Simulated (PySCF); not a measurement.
**Electronic structure of Ne⁺ (neon, charge +1) at the UHF level**

Configuration: [He] 2s1 2p5 3s1, high-spin 4P determinant (an excited configuration). Computed with PySCF 2.14 in aug-cc-pV5Z, with the non-relativistic Hamiltonian (point nucleus).

```json
{"Total energy": "-125.900390 hartree", "One-electron energy": "-169.3131 hartree", "Hartree (Coulomb) energy": "54.5185 hartree", "Exchange energy": "-11.1058 hartree", "Kinetic energy": "125.94308 hartree", "⟨S²⟩": "3.7529", "⟨L²⟩": "2.006", "Sum of ⟨r⟩": "8.202 bohr", "Sum of ⟨r²⟩": "14.98 bohr²", "Traceless quadrupole moment −½Σ⟨3z² − r²⟩ along its main axis": "0.205 e·bohr²", "Density at the nucleus (Gaussians lack the cusp)": "602 bohr⁻³", "Spin density at the nucleus": "21.4 bohr⁻³", "Langevin diamagnetic susceptibility": "-11.9 ×10⁻⁶ cm³/mol"}
```

```
shell  electrons  mean orbital energy (eV)  spread (eV)  rms radius, mean of both spins (bohr)
 1s α          1                   -933.71            0                                  0.183
 1s β          1                   -928.23            0                                  0.183
 2s α          1                   -89.578            0                                  0.890
 2p α          3                   -59.812        3.679                                  0.922
 2p β          2                   -50.118            0                                  0.922
 3s α          1                   -13.413            0                                   3.14
```

The outer electron is Rydberg-like, and this basis confines it to a smaller radius and binds it less than a complete one would.

Spin-orbit constants ζ (cm⁻¹) from the X2C one-electron operator on these orbitals (non-relativistic here): bare nucleus, nucleus screened by l(l+1)(2l+1)/3 electrons, and screened by the Breit-Pauli mean field of the electrons.

| shell | bare | screened nucleus | mean field |
| --- | --- | --- | --- |
| 2p | 831.7 | 665.3 | 596.2 |

To first order the Landé constant is A = -198.7 cm⁻¹, so the lowest level has J = 5/2 and lies 0.0370 eV below the centre of the term. This holds in LS coupling only.
